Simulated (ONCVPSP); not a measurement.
**How hard is this beryllium (Be) ONCV potential?**

```
Element                 : beryllium (Be)
Generator               : ONCVPSP 4.0.1
Type                    : optimised norm-conserving Vanderbilt (ONCV)
Functional              : PBE
Relativity              : scalar-relativistic
Frozen core             : none
Valence charge          : 4
Reference configuration : 1s2 2s2
Partial waves           : 1s+2s: rc 0.95 bohr, ncon 4, nbas 8, qcut 13.9 1/bohr, 3 projectors, debl 3.1 Ha; p scattering state at 0.31 Ha: rc 0.95 bohr, ncon 3, nbas 6, qcut 10.4 1/bohr, 2 projectors, debl 1.6 Ha; d scattering state at 0.09 Ha: rc 0.75 bohr, ncon 4, nbas 8, qcut 12 1/bohr, local
Local potential         : the d channel
Core correction         : none
```

Q: For each optimised wave give the share of its norm inside rc, the residual kinetic energy above qcut (Ha) and the cutoffs (Ha) for errors of 10, 1, 0.1 and 0.01 mHa per electron.

A:

```csv
wave,norm inside rc,residual KE,10 mHa,1 mHa,0.1 mHa,0.01 mHa
1s,0.959,7.9e-07,54.4,68.1,79.0,87.5
2s,0.030,1.3e-06,36.1,56.2,73.0,85.6
s projector 3,0.090,8.3e-06,48.7,68.0,83.4,95.7
p projector 1,0.039,2.0e-06,8.3,19.7,31.4,43.0
p projector 2,0.146,1.0e-05,18.8,31.5,43.3,54.2
d projector 1,0.000,6.3e-09,0.4,1.1,2.6,6.4
```

The occupied waves need 68 Ha and 79 Ha for 1 and 0.1 mHa. Rows with under 1 % of the norm inside rc give no meaningful cutoff.
